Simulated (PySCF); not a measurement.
Electron correlation in Tm⁵⁵⁺ (thulium, charge +55)

[Ne] 3s2 3p2, high-spin 3P determinant. Computed with PySCF 2.14 in an even-tempered Gaussian basis (17 s from 14 bohr⁻², ratio 2.5; 12 p from 18 bohr⁻², ratio 2.5; 4 d from 69 bohr⁻², ratio 2.7; 4 f from 100 bohr⁻², ratio 2.7), with the spin-free X2C one-electron Hamiltonian (Gaussian nucleus). Frozen: 1s2; 12 electrons correlated; the 20 highest virtual orbitals of each spin left out.

```json
{"level": "CCSD", "correlation energy (mhartree)": "-539.46"}
{"level": "(T)", "correlation energy (mhartree)": "-0.55"}
{"level": "CCSD(T)", "correlation energy (mhartree)": "-540.01"}
```

Diagnostics: T1 = 0.00034, D1 = 0.0015, largest double amplitude 0.036.

Problem. Is a single reference adequate?

Solution. Yes, within this model without spin-orbit coupling: T1 lies below 0.03 and no double amplitude reaches 0.07.

At this charge the one-electron X2C treatment keeps the bare 1/r₁₂, with no two-electron picture change or Breit term. The effect here is smaller than on the frozen 1s shell; and a scalar Hamiltonian misses the large spin-orbit splitting of the p shells, which matters for ns² → np² pairs.

Spin-orbit coupling is strong in this species, so the high-spin LS determinant is a model state.
